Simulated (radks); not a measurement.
Values are calculated unless marked as measured or tabulated.
Charge is removed step by step from the 3s down level of V3+, starting from [Ne] 3s(up 1, down 1) 3p6 3d2. Level of theory: scalar-relativistic Kohn-Sham, PBE, spin-polarised, spherical densities, finite nucleus; open shells are filled with parallel spins first; Fermi nuclear charge, rms radius 3.6002 fm (a radial shooting solver on a logarithmic mesh with Libxc functionals).

removed (e)  E - E(0) (eV)  eigenvalue (eV)  E minus straight line (eV)
0                    0.000          -102.47                       0.000
0.1                 10.340          -104.35                      -0.867
0.2                 20.869          -106.25                      -1.544
0.3                 31.588          -108.17                      -2.031
0.4                 42.500          -110.09                      -2.325
0.5                 53.605          -112.03                      -2.427
0.6                 64.904          -113.98                      -2.334
0.7                 76.398          -115.94                      -2.046
0.8                 88.089          -117.91                      -1.562
0.9                 99.977          -119.88                      -0.880
1                   112.06          -121.87                       0.000

Removing the whole electron costs 112.06 eV by Delta-SCF, against 102.47 eV from minus the eigenvalue at the starting occupation. Slater's transition state (half an electron removed) gives 112.03 eV. Integrating minus the eigenvalue over the occupation (Janak's theorem) gives 112.08 eV. In this scalar-relativistic scheme the density is built from large components alone, so the theorem holds only approximately. The mean slope of the eigenvalue, de/dn, is 19.4 eV per electron.
